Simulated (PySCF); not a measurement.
Predicted microwave data (PBE0-D3(BJ)/def2-SVP geometry optimisation, gas phase in PySCF) for one isomer of C7H14GeO:

```
Rotational constants : A = 2042, B = 506.1, C = 453.6 MHz
Dipole components    : |μa| = 0.83 D, |μb| = 1.00 D, |μc| = 0.39 D
Inertial defect      : -131.84 u·Å²
κ                    : -0.93
```

Question: Which candidate fits, each taken in the one conformer that was computed?
A. `[CH3:1][C@@H:2]1[CH2:3][C@H:4]([O:5][GeH3:6])[C:7]12[CH2:8][CH2:9]2` with C3–C4–O5–Ge6 80°
B. `[CH3:1][CH:2]([CH3:3])[O:4][C:5]1=[CH:6][CH2:7][GeH2:8][CH2:9]1` with C1–C2–O4–C5 79°, C2–O4–C5–C6 1°
C. `[GeH3:1][O:2][C@H:3]1[CH2:4][CH2:5][CH2:6][C:7]12[CH2:8][CH2:9]2` with Ge1–O2–C3–C4 -174°, O2–C3–C4–C5 76°, C3–C4–C5–C6 27°, C4–C5–C6–C7 -2°, C5–C6–C7–C8 113°
D. `[CH2:1]=[CH:2][CH2:3]/[C:4]([CH3:5])=[C:6](\[CH3:7])[O:8][GeH3:9]` with C1–C2–C3–C4 125°, C2–C3–C4–C5 95°, C4–C6–O8–Ge9 -132°
E. `[CH3:1][C@H:2]1[CH2:3][C@@:4]2([CH2:5][C@@H:6]2[O:7][GeH3:8])[CH2:9]1` with C5–C6–O7–Ge8 -163°
F. `[CH:1]#[C:2][CH2:3][C:4]([CH3:5])([CH3:6])[CH2:7][O:8][GeH3:9]` with C2–C3–C4–C5 64°, C3–C4–C7–O8 -58°, C4–C7–O8–Ge9 113°

Answer: D. It is C=CC/C(C)=C(\C)[O][GeH3], a near-prolate asymmetric top, point group C1. The candidates at the same level (rigid rotor, commonest isotopes):

```
                             SMILES  A (MHz)  B (MHz)  C (MHz)  μa (D)  μb (D)  μc (D)  Δ (u·Å²)  point group                        rotor
              C#CCC(C)(C)C[O][GeH3]     1612    736.4    579.6    0.09    0.57    0.34   -127.77           C1               asymmetric top
C[C@H]1C[C@@]2(C[C@@H]2[O][GeH3])C1     1916    613.2    510.5    0.17    1.03    0.80    -97.84           C1               asymmetric top
           [GeH3][O][C@H]1CCCC12CC2     1855    786.7    649.9    0.18    1.02    0.07   -137.19           C1               asymmetric top
    C[C@@H]1C[C@H]([O][GeH3])C12CC2     2434    545.4    480.8    0.45    0.87    0.58    -83.15           C1  near-prolate asymmetric top
        CC(C)OC1=C[CH2][GeH2][CH2]1     3224    496.7    460.8    1.07    0.65    0.13    -77.46           C1  near-prolate asymmetric top
           C=CC/C(C)=C(\C)[O][GeH3]     2042    506.1    453.6    0.83    1.00    0.39   -131.84           C1  near-prolate asymmetric top
```

`C#CCC(C)(C)C[O][GeH3]` has B 45 % too high; `C[C@H]1C[C@@]2(C[C@@H]2[O][GeH3])C1` has B 21 % too high; `[GeH3][O][C@H]1CCCC12CC2` has B 55 % too high; `C[C@@H]1C[C@H]([O][GeH3])C12CC2` has A 19 % too high; `CC(C)OC1=C[CH2][GeH2][CH2]1` has A 58 % too high. No structure here is proved a minimum.
